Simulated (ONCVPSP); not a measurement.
# lead, ONCV: configuration errors across variants

lead (Pb), optimised norm-conserving Vanderbilt (ONCV), made with ONCVPSP 4.0.1 (Wu-Cohen, scalar-relativistic). Core [Xe], reference 4f14 5d10 6s2 6p2. Waves: 6s: rc 2.05 bohr, ncon 4, nbas 8, qcut 3.4 1/bohr, 3 projectors, debl 3 Ha; 6p: rc 2.30 bohr, ncon 4, nbas 8, qcut 3.7 1/bohr, 2 projectors, debl 2.2 Ha; 5d: rc 1.50 bohr, ncon 4, nbas 8, qcut 8.2 1/bohr, 1 projector; 4f: rc 0.80 bohr, ncon 3, nbas 8, qcut 18.5 1/bohr, 2 projectors, debl 1.7 Ha. Local part: polynomial inside 0.70 bohr (lpopt 5, dvloc0 0 Ha). Core correction: none.

In the f channel the program set the typed energies aside and used -4.884, 0.250 Ha.

All-electron excitation energies from the reference (eV): (1) 4f14 5d10 6s2 6p1 6.593; (2) 4f14 5d10 6s2 6p0 20.040; (3) 4f14 5d10 6s1 6p0 52.548.

3 further variants failed, have other tests or too few solved ones, and are left out.

A true bound ghost makes a file unfit for plane-wave use even where its test errors are small: the radial tests pick states by their node count and pass the ghost by.

Errors AE − PS in meV (a dash: test not solved or not reliable):

```csv
change,(1),(2),(3),bound ghosts,GHOST(+) flags above zero
base,-4.7,-20,-40,"s, p","s, p"
"all radii scaled by about 1.03 (s 2.12, p 2.38, d 1.54, f 0.82 bohr); local potential polynomial inside 0.72 bohr (lpopt 5, dvloc0 0 Ha)",-4.7,-21,-41,"s, p","s, p"
"all radii scaled by about 1.11 (s 2.28, p 2.56, d 1.66, f 0.88 bohr); local potential polynomial inside 0.78 bohr (lpopt 5, dvloc0 0 Ha)",-4.8,-22,-44,"s, p","s, p"
"all radii scaled by about 1.18 (s 2.42, p 2.70, d 1.76, f 0.94 bohr); local potential polynomial inside 0.82 bohr (lpopt 5, dvloc0 0 Ha)",-5.0,-23,-51,"s, p","s, p"
"all radii scaled by about 1.25 (s 2.56, p 2.86, d 1.86, f 1.00 bohr); local potential polynomial inside 0.88 bohr (lpopt 5, dvloc0 0 Ha)",-5.3,-25,-61,"s, p",s
```

Question: Give the same row for: all radii scaled by about 1.30 (s 2.66, p 2.98, d 1.94, f 1.04 bohr); local potential polynomial inside 0.90 bohr (lpopt 5, dvloc0 0 Ha).

Answer: -5.6, -28, -73; bound ghosts: s, p; GHOST(+) flags above zero: s, p.
